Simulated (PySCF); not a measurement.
## [Tm(H2O)]3+ relaxed at several levels

Computed with PySCF 2.14.0, def2-SVP on the ligands, density fitting, scalar-relativistic core potentials, no spin-orbit coupling, vacuum. Each row is relaxed at its own level from the same template. Distances are means of the shortest metal–ligand contacts, charges and spins Mulliken's; removal energies are rigid, with the ligand's formal charge and no counterpoise, so too large; for an anion taken off a cation in vacuum most of it is the attraction of opposite charges, and multiply charged cations can part far more cheaply with an electron moved from ligand to metal. lcecp potentials hold a fixed number of 4f electrons in the core, out of states, spins and gaps.

```csv
level,basis on the metal,point group,M–H2O (Å),charge on M (e),removal of one H2O (eV),"strongest infrared band, degenerate modes summed (cm⁻¹)",unstable modes (below −25 cm⁻¹)
r2SCAN,lcecp-1-SVP with ECP58,C2v,2.141,2.54,5.41,–,not given
```

**Question.** What does the calculation give for PBE0, lcecp-1-SVP with ECP58?

**Answer.** point group: C2v, M–H2O (Å): 2.132, charge on M (e): 2.54, removal of one H2O (eV): 5.46, strongest infrared band, degenerate modes summed (cm⁻¹): 3368, unstable modes (below −25 cm⁻¹): 0.
```xyz
4

Tm    0.0000    0.0000   -0.0508
O     0.0000    0.0000    2.0813
H     0.7813    0.0000    2.7127
H    -0.7813    0.0000    2.7127
```

One start shape was tried for each, so a minimum needn't be the lowest isomer.
